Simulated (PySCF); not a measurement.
Sn(CF3)(OH)3 (CH3F3O3Sn), SMILES [OH][Sn]([OH])([C](F)(F)F)[OH].

Coordinates come from a PBE0-D3(BJ)/def2-SVP optimisation. The def2 effective core potentials stand for the cores of Sn; spin–orbit coupling is left out. Other conformers were not sampled.

Two levels are set side by side: PBE/def2-TZVP (PySCF) and PBE0/def2-TZVP (PySCF). Same geometry, gas phase. Differences are taken from unrounded values.

| quantity | PBE |
|---|---|
| orbital gap (eV) | 4.60 |
| highest occupied level (eV) | -7.23 |
| lowest empty level (eV) | -2.63 |
| dipole moment (D) | 1.68 |

These are the PBE values. What does PBE0 give? (Estimate from the structure and the level; the computed values follow.)


```
quantity                      PBE0  PBE minus PBE0
---------------------------  -----  --------------
orbital gap (eV)              7.14           -2.54
highest occupied level (eV)  -8.85            1.62
lowest empty level (eV)      -1.71           -0.92
dipole moment (D)             1.89           -0.21
```

Without exact exchange PBE keeps part of each electron's self-repulsion, which lifts occupied levels and narrows the gap. Differences between two approximate levels are no errors against the true value.

Rough cost on one machine, each run with all the roots and properties that it gave: PBE0 against PBE within a factor of 2.
